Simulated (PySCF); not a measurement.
**Co: excitation energy**

Co [Ar] 3d7 4s2 (4F) → Co [Ar] 3d7 4s1 4p1 (high-spin determinant), as a difference of total energies. Computed with PySCF 2.14 in aug-cc-pVTZ-DK (8s7p5d3f2g, 93 functions), with scalar relativity by spin-free X2C-1e. Correlated levels: valence: [Ar] frozen. The calculations carry no spin-orbit coupling.

```
           method  excitation energy (cm⁻¹)
              UHF                     14494
              LDA                     26605
              PBE                     24814
             PBE0                     22928
           r2SCAN                     22226
          LC-wPBE                     20273
          r2SCANh                     21962
            B3LYP                     26252
            HSE06                     23122
    MP2 (valence)                     22310
SCS-MP2 (valence)                     24317
```

A first-order spin-orbit estimate (lowest level to lowest level, LS coupling) adds 0.017 eV.

The determinant of the upper state mixes LS terms, which raises its energy above the lowest term, most at the Hartree-Fock and MP2 levels.
